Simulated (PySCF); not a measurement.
# Pb³⁺ (lead, charge +3): PBE0 calculation

Configuration: [Xe] 4f14 5d10 6s1, 2S determinant. Calculation: PySCF 2.14, in aug-cc-pwCVTZ-PP with ECP60MDF; scalar relativity through the core potential.

- Total energy: -190.9087 hartree
- One-electron energy: -313.5300 hartree
- Hartree (Coulomb) energy: 137.8671 hartree
- Exchange-correlation energy: -15.2459 hartree
- ⟨S²⟩: 0.7505
- ⟨L²⟩: 0.000
- Sum of ⟨r⟩: 22.82 bohr
- Sum of ⟨r²⟩: 32.13 bohr²

```csv
shell,electrons,mean orbital energy (eV),"rms radius, mean of both spins (bohr)"
5s α,1,-179.62,0.918
5s β,1,-179.41,0.918
5p α,3,-120.38,1.05
5p β,3,-120.21,1.05
5d α,5,-51.873,1.38
5d β,5,-51.464,1.38
6s α,1,-38.839,2.22
```

Energies and moments cover only the electrons outside the core potential. Spin-orbit coupling, which splits the p, d and f shells strongly at this Z, is absent.
